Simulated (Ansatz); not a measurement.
H$_{6}$SiSn, singlet, at a GFN2-xTB geometry (such geometries of metal compounds can be far from the true shape) (all electrons, no relativity), with bond 7-2 at 1.4 times its length; CASSCF(2,3)/STO-3G run with Ansatz (an electronic-structure program).

Here is a job for Ansatz.
Ansatz 0.2 input:
```yaml
crystal:
  periodic: [false, false, false]
  atoms:
    - {symbol: Sn, position_ang: [-0.59546843, 0.05907648, -0.01377669]}
    - {symbol: Si, position_ang: [1.90386270, -0.18888242, 0.04404755]}
    - {symbol: H, position_ang: [-1.39305166, -0.81699376, -1.19403936]}
    - {symbol: H, position_ang: [-1.17392178, 1.60678165, -0.27195974]}
    - {symbol: H, position_ang: [-1.41061583, -0.39517085, 1.37397405]}
    - {symbol: H, position_ang: [2.22665080, -1.53082445, 0.50443869]}
    - {symbol: H, position_ang: [2.66529697, 1.20058154, 1.32422352]}
    - {symbol: H, position_ang: [2.42253759, 0.02314519, -1.29870382]}
basis:
  gaussian:
    orbitals: STO-3G
hamiltonian:
  xc: hf
magnetization: {spin_polarized: false}
correlation: {active_space: {window: {electrons: 2, orbitals: 3}}}
```

The log (banner, timings and long lists left out):

```
Functional definition: HF
535 factors; integrals over basis functions are off by at most 5.5e-5 eV
mean field evaluation 1: about -170133.0223 eV, gradient 1.2e1 eV
mean field evaluation 2: about -170133.0132 eV, gradient 1.2e1 eV
mean field evaluation 4: about -170133.8780 eV, gradient 6.8e-1 eV
mean field evaluation 8: about -170133.8816 eV, gradient 2.0e-6 eV
mean field -170133.88157288 eV, -6252.3048269167 hartree, gradient 1.5e-6 eV, S^2 0.000000; 0 other end points of the search recorded, 0 dependent functions left out
reference -170133.88157288 eV, -6252.3048269167 hartree; 35, 35 occupied and 7, 7 virtual orbitals, 535 factors
state -170135.04033766 eV, -6252.3474107366 hartree
Total energy: -170135.04033766 eV, -6252.3474107366 hartree
```
